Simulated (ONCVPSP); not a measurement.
Building the ONCV potential for Zn (Z = 30) (PBEsol, scalar-relativistic).

Input for ONCVPSP 4.0.1:

```
# ATOM AND REFERENCE CONFIGURATION
# atsym  z   nc   nv     iexc    psfile
  Zn 30.00    3    5  -116133      upf
#
#   n    l    f
    1    0    2.00
    2    0    2.00
    2    1    6.00
    3    0    2.00
    3    1    6.00
    3    2   10.00
    4    0    1.75
    4    1    0.25
#
# PSEUDOPOTENTIAL AND OPTIMIZATION
# lmax
    3
#
#   l,   rc,      ep,       ncon, nbas, qcut
    0    1.20    0.00    4    7    7.70
    1    1.05    0.00    3    7   10.60
    2    0.90    0.00    4    8   17.40
    3    0.90    0.12    4    9   11.50
#
# LOCAL POTENTIAL
# lloc, lpopt,  rc(5),   dvloc0
    4    5    0.65    0.00
#
# VANDERBILT-KLEINMAN-BYLANDER PROJECTORs
# l, nproj, debl
    0    2    1.70
    1    2    3.30
    2    1    2.80
    3    2    3.00
#
# MODEL CORE CHARGE
# icmod, fcfact, rcfact
    3    3.75    1.60
#
# LOG DERIVATIVE ANALYSIS
# epsh1, epsh2, depsh
   -6.00    5.00    0.04
#
# OUTPUT GRID
# rlmax, drl
    6.00    0.01
#
# TEST CONFIGURATIONS
# ncnf
    4
# nvcnf
#   n    l    f
    5
    3    0    2.00
    3    1    6.00
    3    2   10.00
    4    0    2.00
    4    1    0.00
#
    5
    3    0    2.00
    3    1    6.00
    3    2   10.00
    4    0    1.00
    4    1    0.00
#
    5
    3    0    2.00
    3    1    6.00
    3    2   10.00
    4    0    0.00
    4    1    0.00
#
    5
    3    0    2.00
    3    1    6.00
    3    2    9.00
    4    0    2.00
    4    1    0.00
#
```

Command:

```bash
oncvpsp.x < Zn.dat > Zn.out
```

Output (shortened: citation, most of the input echo, consistency checks and plot data are left out):

```
ONCVPSP  (Optimized Norm-Conservinng Vanderbilt PSeudopotential)
scalar-relativistic version 4.0.1

#   n    l    f        energy (Ha)
    1    0    2.00    -3.4977475E+02
    2    0    2.00    -4.2550607E+01
    2    1    6.00    -3.6898158E+01
    3    0    2.00    -4.7603433E+00
    3    1    6.00    -3.0821770E+00
    3    2   10.00    -3.9584248E-01
    4    0    1.75    -2.3519813E-01
    4    1    0.25    -5.0466856E-02

Reference configufation results
  iterations    39
  all-electron total energy (Ha)   -1.79455517D+03

Begin loop to  construct optimized pseudo wave functions
and semi-local pseudopoentials for all angular momenta

Calculating optimized projector #   1

 for l=   0

    Fraction of norm inside rc  0.960571
    Optimizing pswf for qcut=   7.70 a_B^-1,  ecut=  29.63 Ha
    Residual kinetic energy error=  1.59D-04 Ha

    Energy error per electron        Cutoff
         Ha          eV             Ha
         0.01000     0.27211       13.54
         0.00100     0.02721       17.23
         0.00010     0.00272       44.70
         0.00001     0.00027       88.35

Calculating optimized projector #   2

 for l=   0

    Fraction of norm inside rc  0.043880
    Optimizing pswf for qcut=   7.70 a_B^-1,  ecut=  29.63 Ha
    Residual kinetic energy error=  1.94D-04 Ha

    Energy error per electron        Cutoff
         Ha          eV             Ha
         0.01000     0.27211       10.06
         0.00100     0.02721       14.57
         0.00010     0.00272       35.29
         0.00001     0.00027      105.51

Calculating optimized projector #   1

 for l=   1

    Fraction of norm inside rc  0.877088
    Optimizing pswf for qcut=  10.61 a_B^-1,  ecut=  56.28 Ha
    Residual kinetic energy error=  2.66D-05 Ha

    Energy error per electron        Cutoff
         Ha          eV             Ha
         0.01000     0.27211       37.17
         0.00100     0.02721       45.64
         0.00010     0.00272       52.11
         0.00001     0.00027       88.42

Calculating optimized projector #   2

 for l=   1

    Fraction of norm inside rc  0.010507
    Optimizing pswf for qcut=  10.61 a_B^-1,  ecut=  56.28 Ha
    Residual kinetic energy error=  1.21D-06 Ha

    Energy error per electron        Cutoff
         Ha          eV             Ha
         0.01000     0.27211       21.11
         0.00100     0.02721       32.91
         0.00010     0.00272       42.39
         0.00001     0.00027       50.08

Calculating optimized projector #   1

 for l=   2

    Fraction of norm inside rc  0.604248
    Optimizing pswf for qcut=  17.41 a_B^-1,  ecut= 151.52 Ha
    Residual kinetic energy error=  3.75D-06 Ha

    Energy error per electron        Cutoff
         Ha          eV             Ha
         0.01000     0.27211       99.47
         0.00100     0.02721      118.72
         0.00010     0.00272      133.03
         0.00001     0.00027      145.37

   Wellstate for l =  3  n =  4
     eigenvalue =   0.1200
     asymptotic potential =   0.6200
     half-point radius = 22.2911

   Wellstate for l =  3  n =  5
     eigenvalue =   3.1200
     asymptotic potential =   3.6200
     half-point radius =  3.0742

Calculating optimized projector #   1

 for l=   3

    Fraction of norm inside rc  0.000000
    Optimizing pswf for qcut=  11.51 a_B^-1,  ecut=  66.27 Ha
    Residual kinetic energy error=  5.27D-10 Ha

    Energy error per electron        Cutoff
         Ha          eV             Ha
         0.01000     0.27211        0.22
         0.00100     0.02721        0.40
         0.00010     0.00272        0.83
         0.00001     0.00027        2.08

Calculating optimized projector #   2

 for l=   3

    Fraction of norm inside rc  0.014824
    Optimizing pswf for qcut=  11.51 a_B^-1,  ecut=  66.27 Ha
    Residual kinetic energy error=  7.97D-05 Ha

    Energy error per electron        Cutoff
         Ha          eV             Ha
         0.01000     0.27211       23.98
         0.00100     0.02721       45.58
         0.00010     0.00272       64.60
         0.00001     0.00027      112.91

Construct Vanderbilt / Kleinmman-Bylander projectors

B matrix Hermiticity error, ll=   0
   1   2    5.6124E-04

  Orthonormal projector coefficients  2.1230E+01  3.0611E+00

B matrix Hermiticity error, ll=   1
   1   2    2.0734E-04

  Orthonormal projector coefficients  1.3985E+01  2.5390E+00

B matrix Hermiticity error, ll=   3
   1   2    5.9227E-08

  Orthonormal projector coefficients -2.8798E+01 -4.4777E+00

Model core correction analysis
  based on d2Exc/dn_idn_j

d2excae - all-electron derivatives

   -4.322872D-02   -4.036110D-02   -3.005860D-02   -1.839755D-03
   -5.747555D-04
   -4.036125D-02   -3.896846D-02   -2.967283D-02   -2.212720D-03
   -6.576871D-04
   -3.005891D-02   -2.967302D-02   -2.753797D-02   -6.472706D-03
   -2.278663D-03
   -1.839702D-03   -2.212585D-03   -6.471263D-03   -3.443505D-02
   -2.533539D-02
   -5.747592D-04   -6.576729D-04   -2.277550D-03   -2.532884D-02
   -3.566192D-02

d2excps - pseudofunction derivatives with no core correction

   -5.353779D-02   -4.151259D-02   -3.331599D-02   -2.625197D-03
   -6.565281D-04
   -4.151356D-02   -4.027622D-02   -3.313223D-02   -2.250000D-03
   -6.858843D-04
   -3.331658D-02   -3.313238D-02   -2.970516D-02   -6.582844D-03
   -2.342542D-03
   -2.625623D-03   -2.249862D-03   -6.581403D-03   -3.448285D-02
   -2.533677D-02
   -6.565548D-04   -6.858699D-04   -2.341431D-03   -2.533021D-02
   -3.566261D-02

rms 2nd derivative error    2.543875E-03

rmatch, rhocmatch    0.3283  103.2848

Teter function model core charge with specified parameters

d2excps - pseudofunction derivatives with core correction

   -3.844940D-02   -3.642042D-02   -2.963549D-02   -1.714592D-03
   -5.384432D-04
   -3.642034D-02   -3.727887D-02   -3.057899D-02   -1.960183D-03
   -6.170908D-04
   -2.963557D-02   -3.057914D-02   -2.744986D-02   -6.381640D-03
   -2.285295D-03
   -1.714520D-03   -1.960038D-03   -6.380194D-03   -3.442781D-02
   -2.533012D-02
   -5.384409D-04   -6.170747D-04   -2.284182D-03   -2.532356D-02
   -3.566106D-02

rms 2nd derivative error    1.535527E-03

Pseudoatom total energy -227.194028

Diagnostic tests using Vanderbilt-Kleinman-Bylander pseudopotentials
  1 or more projectors used as specified by nproj input data

   l    rcore       rmatch      e in        delta e   norm test  slope test

   0   1.2024657   1.2389752  -4.7603433   0.0000087   1.0002570   1.0002332
   0   1.2024657   1.2389752  -0.2351981   0.0000066   1.0000472   1.0000376

   1   1.0541857   1.0861931  -3.0821770  -0.0000205   1.0002026   1.0002198
   1   1.0541857   1.0861931  -0.0504669   0.0000054   1.0001614   1.0001086

   2   0.9023388   0.9297357  -0.3958425   0.0000007   1.0000029   1.0000138

   3   0.9023388   0.9297357   0.1200000   0.0001722   1.0001267   1.0001267
   3   0.9023388   0.9297357   3.1200000   0.0002892   1.0002071   1.0002071

 Testing for bound ghosts
   n   l    E NL Schr. Eq   E Basis Diag.   E Cutoff

   1   0       -4.760335       -4.760327    131.64
   2   0       -0.235192       -0.076943    131.64

   2   1       -3.082198       -3.082081    200.94
   3   1       -0.050461        0.469188    200.94

   3   2       -0.395842       -0.370976    316.61

 Testing for highly-localized positive-energy ghosts
       l    <radius>/rc     E Basis Diag.   E Cutoff

Test configuration 0

   n   l     f        eae           eps        diff
   1   0  2.0000 -349.77475086
   2   0  2.0000  -42.55060747
   2   1  6.0000  -36.89815796
   3   0  2.0000   -4.76034330   -4.76033464    8.66D-06
   3   1  6.0000   -3.08217703   -3.08219754   -2.05D-05
   3   2 10.0000   -0.39584248   -0.39584181    6.74D-07
   4   0  1.7500   -0.23519813   -0.23519156    6.57D-06
   4   1  0.2500   -0.05046686   -0.05046145    5.41D-06

    Total energies and differences
      AE_ref= -1.79455517D+03  AE_tst= -1.79455517D+03  dif=  0.00D+00
      PS_ref= -2.27194028D+02  PS_tst= -2.27194028D+02  dif= -2.56D-13
      PSP excitation error=  2.56D-13

Test configuration 1

   n   l     f        eae           eps        diff
   1   0  2.0000 -349.75222059
   2   0  2.0000  -42.52918286
   2   1  6.0000  -36.87665973
   3   0  2.0000   -4.73783554   -4.73783319    2.35D-06
   3   1  6.0000   -3.05960177   -3.05964564   -4.39D-05
   3   2 10.0000   -0.37369768   -0.37368479    1.29D-05
   4   0  2.0000   -0.22043144   -0.22042733    4.11D-06

    Total energies and differences
      AE_ref= -1.79455517D+03  AE_tst= -1.79460084D+03  dif= -4.57D-02
      PS_ref= -2.27194028D+02  PS_tst= -2.27239703D+02  dif= -4.57D-02
      PSP excitation error=  4.80D-06

Test configuration 2

   n   l     f        eae           eps        diff
   1   0  2.0000 -350.10909878
   2   0  2.0000  -42.87852933
   2   1  6.0000  -37.22663779
   3   0  2.0000   -5.09328912   -5.09299100    2.98D-04
   3   1  6.0000   -3.41559161   -3.41543599    1.56D-04
   3   2 10.0000   -0.72736627   -0.72741563   -4.94D-05
   4   0  1.0000   -0.51395943   -0.51391953    3.99D-05

    Total energies and differences
      AE_ref= -1.79455517D+03  AE_tst= -1.79423701D+03  dif=  3.18D-01
      PS_ref= -2.27194028D+02  PS_tst= -2.26875857D+02  dif=  3.18D-01
      PSP excitation error= -1.42D-05

Test configuration 3

psatom: WARNING lschvkbb convergence error n,l,iter=   3   1   4
ea(ii),et,emin,emax -5.521749E-02 -6.073924E-02 -6.073924E-02 -6.073924E-02
run_config: WARNING for fully non-local PS atom, stg. 1
 WARNING no output for configuration 4

Test configuration 4

   n   l     f        eae           eps        diff
   1   0  2.0000 -350.39157452
   2   0  2.0000  -43.19200302
   2   1  6.0000  -37.53721182
   3   0  2.0000   -5.36751802   -5.37003235   -2.51D-03
   3   1  6.0000   -3.68303643   -3.68385762   -8.21D-04
   3   2  9.0000   -0.96829851   -0.96801008    2.88D-04
   4   0  2.0000   -0.58517204   -0.58526819   -9.62D-05

    Total energies and differences
      AE_ref= -1.79455517D+03  AE_tst= -1.79394179D+03  dif=  6.13D-01
      PS_ref= -2.27194028D+02  PS_tst= -2.26580684D+02  dif=  6.13D-01
      PSP excitation error=  3.48D-05
```

The run took about 6.4 s on one core of a shared server CPU.
